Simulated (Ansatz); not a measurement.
Ideal-gas functions of CH$_{4}$ClFOSi, SMILES `FC(Cl)O[SiH3]` at 400 K and 1 bar, from an Ansatz frequency run at PBE0-D4/def2-TZVP.

Molar mass 114.58 g/mol, point group C1 (symmetry number 1), electronic degeneracy 1, moments of inertia 99.008, 250.986, 300.45 u Å². Harmonic wavenumbers (cm⁻¹, unscaled): 43, 91, 154, 362, 401, 603, 694, 728, 760, 790, 943, 954, 957, 1071, 1246, 1315, 1380, 2256, 2264, 2277, 3142.

Use S(trans) = R[1.5 ln M + 2.5 ln T − 1.1517]; rotational temperatures θ = 24.2544 K / I; S(rot) = R[ln(√π/σ · √(T³/θAθBθC)) + 1.5]; for each mode x = 1.438777 ν̃/T, S = R[x/(eˣ − 1) − ln(1 − e⁻ˣ)] and H = RT x/(eˣ − 1); 1 cm⁻¹ = 0.0119627 kJ/mol; R = 8.31446 J/(mol·K).

Task: By hand: the entropy, in J/(mol·K).

Result: Translation 174.1. Rotation: θ = 0.245, 0.0966, 0.0807 K, giving 118.0. Vibration, mode by mode: 23.84, 17.64, 13.33, 6.68, 5.95, 3.34, 2.58, 2.34, 2.14, 1.96, 1.27, 1.23, 1.22, 0.87, 0.52, 0.42, 0.35, 0.02, 0.02, 0.02, 0.00, in all 85.7. Electronic 0.0. Sum 377.8 J/(mol·K).

Task: By hand: H − E and G − E in kJ/mol, counted from the electronic energy.

Result: Zero-point energy ½ × 22431 × 0.0119627 = 134.2; thermal vibration 16.9; translation, rotation and pV give 4 RT = 13.3. H − E = 164.4 kJ/mol, and G − E = 164.4 − 400 × 377.8/1000 = 13.3 kJ/mol.

Vibration gives 23 % of the entropy, 41.5 J/(mol·K) of it from the modes under 150 cm⁻¹: soft modes count most, and the harmonic formula is weakest for them. The sum counts one conformer and one mirror image; others add a mixing term.
